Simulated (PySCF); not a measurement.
## C₆ coefficients of unlike pairs at PBE0

Calculated with PySCF 2.14 from the dipole response of each species, C₆(A,B) = (3/π) ∫ α_A(iu) α_B(iu) du, in atomic units, from isotropic polarisabilities. For ions this is the dispersion term alone; charge-induced terms of lower order in 1/R come first.

```json
{"species": "Mg", "configuration": "[Ne] 3s2 (1S)", "basis": "aug-cc-pV5Z (8s7p5d4f3g2h)", "relativity": "none", "α (bohr³)": "75.02", "C₆ (like pair)": "674.5"}
{"species": "C²⁺", "configuration": "[He] 2s2 (1S)", "basis": "aug-cc-pVQZ (6s5p4d3f2g)", "relativity": "none", "α (bohr³)": "4.281", "C₆ (like pair)": "6.628"}
{"species": "Ar⁺", "configuration": "[Ne] 3s2 3p5 (2P)", "basis": "aug-cc-pV(T+d)Z with one added diffuse shell each of s, p, d, f type (7s6p5d3f)", "relativity": "none", "α (bohr³)": "6.949", "C₆ (like pair)": "31.36"}
{"species": "Hg⁺", "configuration": "[Xe] 4f14 5d10 6s1 (2S)", "basis": "aug-cc-pVTZ-PP with one added diffuse shell each of s, p, d, f, g type with ECP60MDF (7s7p6d4f3g)", "relativity": "core potential", "α (bohr³)": "19.87", "C₆ (like pair)": "148.7"}
```

(1) Estimate C₆ for Hg⁺ with Ar⁺.

No spin-orbit coupling is included.

The other pairs:

```
    pair     C₆
 Hg⁺, Mg  265.1
Hg⁺, C²⁺  31.07
Ar⁺, C²⁺  13.92
 Ar⁺, Mg  107.2
 C²⁺, Mg  58.06
```

## Answers

(1) The integral gives 67.23. The combination rule 2 C_A C_B / (C_A α_B/α_A + C_B α_A/α_B) gives 65.84 and the geometric mean 68.29.
